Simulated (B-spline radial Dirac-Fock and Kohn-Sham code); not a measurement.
## Energy-loss ionisation edge N7 (4f7/2) of Tl

System: the free thallium atom, 1s2 2s2 2p6 3s2 3p6 3d10 4s2 4p6 4d10 4f14 5s2 5p6 5d10 6s2 6p1. Calculated with a radial atomic solver, using the first Born approximation with generalised oscillator strengths from a Dirac-Hartree-Slater potential (longitudinal and transverse terms; continuum final states only, so no white lines or fine structure). The edge is taken at 117.8 eV (tabulated value).

Input file task.json (cfg lists n, l and occupation; rrms is the nuclear radius in fm):

```json
{"items": [{
  "Z": 81,
  "q": 0,
  "cfg": [[1, 0, 2], [2, 0, 2], [2, 1, 6], [3, 0, 2], [3, 1, 6], [3, 2, 10], [4, 0, 2], [4, 1, 6], [4, 2, 10], [4, 3, 14], [5, 0, 2], [5, 1, 6], [5, 2, 10], [6, 0, 2], [6, 1, 1]],
  "A": 205,
  "rrms": 5.4759,
  "do": "eels",
  "beams": [[60, 10], [60, 50], [60, 100], [80, 10], [80, 50], [100, 5], [100, 10], [100, 50], [100, 100], [200, 5], [200, 10], [200, 100], [300, 20], [300, 100]],
  "edges": {"N7": 117.8}
}]}
```

Launch: `python xray2_run.py task.json out`

Partial cross sections σ(β, Δ) in barn, integrated over a window Δ above the edge and up to the collection semi-angle β, for parallel illumination:

| E₀ (kV) | β (mrad) | Δ = 25 eV | Δ = 50 eV | Δ = 100 eV | Δ = 200 eV | Δ = 300 eV |
| --- | --- | --- | --- | --- | --- | --- |
| 60 | 10 | 2210 | 4560 | 13500 | 43000 | 63900 |
| 60 | 50 | 3790 | 8940 | 24800 | 76900 | 120000 |
| 60 | 100 | 3970 | 9530 | 26300 | 80400 | 126000 |
| 80 | 10 | 1970 | 4100 | 12200 | 39700 | 59600 |
| 80 | 50 | 3140 | 7440 | 20700 | 64500 | 101000 |
| 100 | 5 | 1320 | 2680 | 8000 | 25300 | 37100 |
| 100 | 10 | 1810 | 3780 | 11300 | 37100 | 56200 |
| 100 | 50 | 2720 | 6470 | 18100 | 56400 | 88400 |
| 100 | 100 | 2790 | 6660 | 18500 | 57500 | 90200 |
| 200 | 5 | 1110 | 2290 | 6980 | 23100 | 35100 |
| 200 | 10 | 1420 | 3060 | 9120 | 30400 | 47000 |
| 200 | 100 | ? | ? | ? | ? | ? |
| 300 | 20 | 1480 | 3430 | 9830 | 31700 | 49900 |
| 300 | 100 | 1550 | 3660 | 10400 | 33100 | 52200 |

Task: Give the row for 200 kV and 100 mrad.

Result: 1860 b for 25 eV, 4400 b for 50 eV, 12400 b for 100 eV, 39200 b for 200 eV, 61700 b for 300 eV.
